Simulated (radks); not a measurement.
Species: the nickel ion Ni4+. Configuration: [Ne] 3s2 3p5.75 3d6 4d0.25 (fractional occupations, a model configuration). All-electron calculation, Dirac Kohn-Sham, LDA (Slater exchange, Perdew-Wang correlation), spin-unpolarised, spherical densities, finite nucleus; open shells are shared between the two j in proportion to 2j + 1; Fermi nuclear charge, rms radius 3.7757 fm. Program: a radial shooting solver on a logarithmic mesh with Libxc functionals.

Spin-orbit splittings of the eigenvalues, e(l+1/2) - e(l-1/2), with zeta = 2 splitting/(2l+1) and mean radii in bohr:

shell	occ.	splitting (eV)	zeta (eV)	<r> j=l-1/2	<r> j=l+1/2
2p	6	17.45	11.63	0.2133	0.2165
3p	5.75	2.351	1.567	0.7489	0.7578
3d	6	0.3066	0.1227	0.8268	0.8300
4d	0.25	0.03822	0.01529	2.798	2.803
